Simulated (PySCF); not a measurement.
HAlClFO (SMILES [OH][Al]([F])[Cl]), singlet, at a GFN2-xTB geometry (such geometries of metal compounds can be far from the true shape), atoms displaced at random by about 0.03 Å a coordinate; R2SCAN/cc-pVDZ, gradient (PySCF).

The PySCF input:
```python
from pyscf import gto, scf, dft

mol = gto.M(
    atom='''
Al    0.112939    0.136481   -0.300683
F     1.801413    0.281103   -0.436350
Cl   -0.637744   -0.539326    1.361096
O    -0.761564    0.613265   -1.570239
H    -0.906403    0.927733   -2.461830
''',
    basis='cc-pvdz',
    charge=0,
    spin=0,
    verbose=4,
)

mf = dft.RKS(mol)
mf.xc = 'r2scan'
mf.conv_tol = 1e-11
mf.kernel()
g = mf.nuc_grad_method()
grad = g.kernel()
```

The log (banner, timings and long lists left out):

```
PySCF version 2.14.0

[INPUT] verbose = 4
[INPUT] num. atoms = 5
[INPUT] num. electrons = 48
[INPUT] charge = 0
[INPUT] spin (= nelec alpha-beta = 2S) = 0
[INPUT] symmetry False subgroup None
[INPUT] Mole.unit = angstrom
[INPUT] Symbol           X                Y                Z      unit          X                Y                Z       unit  Magmom
[INPUT]  1 Al     0.112939000000   0.136481000000  -0.300683000000 AA    0.213423778782   0.257911711207  -0.568208520313 Bohr   0.0
[INPUT]  2 F      1.801413000000   0.281103000000  -0.436350000000 AA    3.404177207231   0.531207682794  -0.824581994454 Bohr   0.0
[INPUT]  3 Cl    -0.637744000000  -0.539326000000   1.361096000000 AA   -1.205161497585  -1.019178431857   2.572098669241 Bohr   0.0
[INPUT]  4 O     -0.761564000000   0.613265000000  -1.570239000000 AA   -1.439147386328   1.158902891781  -2.967321660111 Bohr   0.0
[INPUT]  5 H     -0.906403000000   0.927733000000  -2.461830000000 AA   -1.712853428484   1.753161286721  -4.652184465238 Bohr   0.0

nuclear repulsion = 203.520416316707
number of shells = 23
number of NR pGTOs = 141
number of NR cGTOs = 69
basis = cc-pvdz
ecp = {}

******** <class 'pyscf.dft.rks.RKS'> ********
method = RKS
initial guess = minao
damping factor = 0
level_shift factor = 0
DIIS = <class 'pyscf.scf.diis.CDIIS'>
diis_start_cycle = 1
diis_space = 8
diis_damp = 0
SCF conv_tol = 1e-11
SCF conv_tol_grad = None
SCF max_cycles = 50
direct_scf = True
direct_scf_tol = 1e-13
XC library pyscf.dft.libxc version 7.1.2
    S. Lehtola, C. Steigemann, M. J. T. Oliveira, and M. A. L. Marques,  SoftwareX 7, 1–5 (2018)
XC functionals = r2scan
    J. W. Furness, A. D. Kaplan, J. Ning, J. P. Perdew, and J. Sun,  J. Phys. Chem. Lett. 11, 8208–8215 (2020)
    J. W. Furness, A. D. Kaplan, J. Ning, J. P. Perdew, and J. Sun,  J. Phys. Chem. Lett. 11, 9248–9248 (2020)
    J. W. Furness, A. D. Kaplan, J. Ning, J. P. Perdew, and J. Sun,  J. Phys. Chem. Lett. 11, 8208–8215 (2020)
    J. W. Furness, A. D. Kaplan, J. Ning, J. P. Perdew, and J. Sun,  J. Phys. Chem. Lett. 11, 9248–9248 (2020)
radial grids:
    Treutler-Ahlrichs [JCP 102, 346 (1995); DOI:10.1063/1.469408] (M4) radial grids

becke partition: Becke, JCP 88, 2547 (1988); DOI:10.1063/1.454033
pruning grids: <function nwchem_prune>
grids dens level: 3
symmetrized grids: False
atomic radii adjust function: <function treutler_atomic_radii_adjust>
small_rho_cutoff = 0
Set gradient conv threshold to 3.16228e-06
Initial guess from minao.
tot grids = 76216
init E= -878.642472135628
  HOMO = -0.382845195306145  LUMO = -0.0816915092257222  gap/eV = 8.19481
cycle= 1 E= -878.151773428924  delta_E= 0.491  |g|= 1.04  |ddm|= 1.96
  HOMO = -0.113704553667334  LUMO = 0.000184868213035205  gap/eV = 3.09909
cycle= 2 E= -877.590145925116  delta_E= 0.562  |g|= 1.99  |ddm|= 1.71
  HOMO = -0.292392873168126  LUMO = -0.0304382841884552  gap/eV = 7.12815
cycle= 3 E= -878.344890877693  delta_E= -0.755  |g|= 0.133  |ddm|= 1.22
  HOMO = -0.297427076046655  LUMO = -0.0341661096588317  gap/eV = 7.16370
cycle= 4 E= -878.349219974409  delta_E= -0.00433  |g|= 0.0549  |ddm|= 0.169
  HOMO = -0.298071278786459  LUMO = -0.0334869279520462  gap/eV = 7.19971
cycle= 5 E= -878.349982846575  delta_E= -0.000763  |g|= 0.0168  |ddm|= 0.0558
  HOMO = -0.296715884975016  LUMO = -0.0325198903270332  gap/eV = 7.18914
cycle= 6 E= -878.350035360338  delta_E= -5.25e-05  |g|= 0.00629  |ddm|= 0.0145
  HOMO = -0.297287290597685  LUMO = -0.0324936090717047  gap/eV = 7.20540
cycle= 7 E= -878.350042357659  delta_E= -7e-06  |g|= 0.00172  |ddm|= 0.00444
  HOMO = -0.297441114006962  LUMO = -0.0326121332519747  gap/eV = 7.20636
cycle= 8 E= -878.350043048159  delta_E= -6.9e-07  |g|= 0.000265  |ddm|= 0.00155
  HOMO = -0.297440016352674  LUMO = -0.0326013039237276  gap/eV = 7.20663
cycle= 9 E= -878.350043067959  delta_E= -1.98e-08  |g|= 2.5e-05  |ddm|= 0.000254
  HOMO = -0.297439647126106  LUMO = -0.0326018454810804  gap/eV = 7.20660
cycle= 10 E= -878.350043068112  delta_E= -1.53e-10  |g|= 4.13e-06  |ddm|= 2.48e-05
  HOMO = -0.297439894484655  LUMO = -0.0326019523144079  gap/eV = 7.20661
cycle= 11 E= -878.35004306812  delta_E= -8.41e-12  |g|= 5.13e-07  |ddm|= 3.42e-06
  HOMO = -0.29743988842701  LUMO = -0.0326019340622921  gap/eV = 7.20661
Extra cycle  E= -878.350043068121  delta_E= -1.14e-12  |g|= 4.67e-07  |ddm|= 8.03e-07
converged SCF energy = -878.350043068121

******** <class 'pyscf.grad.rks.Gradients'> for <class 'pyscf.dft.rks.RKS'> ********
unit = Eh/Bohr
grid_response = False
--------------- RKS gradients ---------------
         x                y                z
0 Al    -0.0639715637    -0.0155506842     0.0311780795
1 F     0.0055910017     0.0021062985    -0.0032862295
2 Cl     0.0287210626     0.0254231385    -0.0614315329
3 O     0.0338037207    -0.0127734780     0.0364283416
4 H    -0.0038457546     0.0011414059    -0.0036596317
----------------------------------------------
```
